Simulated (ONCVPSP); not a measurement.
Varying the ONCV potential for krypton (Kr)

Base potential:

| Quantity | Value |
| --- | --- |
| Element | krypton |
| Generator | ONCVPSP 4.0.1 |
| Type | optimised norm-conserving Vanderbilt (ONCV) |
| Functional | BLYP |
| Relativity | scalar-relativistic |
| Frozen core | [Ar] |
| Valence charge | 18 |
| Reference configuration | 3d10 4s2 4p5.5 (charge +0.5) |
| Partial waves | 4s: rc 1.20 bohr, ncon 4, nbas 7, qcut 4.8 1/bohr, 2 projectors, debl 3.4 Ha; 4p: rc 1.50 bohr, ncon 5, nbas 9, qcut 6.2 1/bohr, 1 projector; 3d: rc 0.50 bohr, ncon 4, nbas 8, qcut 21.8 1/bohr, 2 projectors, debl 3.3 Ha |
| Local potential | polynomial inside 0.40 bohr (lpopt 3, dvloc0 0 Ha) |
| Core correction | none |

Cutoffs, loose and tight: the cutoffs (Ha) at which the residual kinetic energy of the hardest occupied pseudo-wave falls to 1 and 0.1 mHa per electron. They do not see the model core or the augmentation charge, which bear on the density cutoff. Test errors are all-electron minus pseudo excitation energies from the reference, over the configurations 3d10 4s2 4p6; 3d10 4s2 4p5; 3d10 4s2 4p4; 3d10 4s2 4p2. A dash means not determined; rows that change the core or the reference have their own tests.

1 further variants are left out, since the program set their typed debl aside.

A true bound ghost makes a file unfit for plane-wave use even where its test errors are small: the radial tests pick states by their node count and pass the ghost by.

```tsv
change	outcome	cutoff, loose	cutoff, tight	bound ghosts	GHOST(+) flags above zero	largest test error (meV)
base	generated	818 Ha	984 Ha	s, p	s	+78
d: rc 0.44	generated	1157 Ha	1339 Ha	s, p	s, d	+78
d: ncon 5, nbas 9	generated	1066 Ha	1223 Ha	s, p	s, d	+78
local potential polynomial inside 0.45 bohr (lpopt 5, dvloc0 0 Ha)	generated	818 Ha	984 Ha	s, p	s	+78
s: qcut 5.9; p: qcut 7.6; d: qcut 26.8	generated	322 Ha	426 Ha	s, p	s	+77
local potential polynomial inside 0.40 bohr (lpopt 3, dvloc0 2.5 Ha)	generated	818 Ha	984 Ha	s, p	s	+76
```

(1) What comes out with this change to the base: core correction Teter function, parameters optimised by the program?

(2) What comes out with this change to the base: d: qcut 13.3?

## Answers

(1) outcome: generated; cutoff, loose: 818 Ha; cutoff, tight: 984 Ha; bound ghosts: s, p; GHOST(+) flags above zero: s; largest test error (meV): +61.

(2) outcome: generated; cutoff, loose: 1136 Ha; cutoff, tight: 1606 Ha; bound ghosts: s, p; GHOST(+) flags above zero: s, d; largest test error (meV): +78.
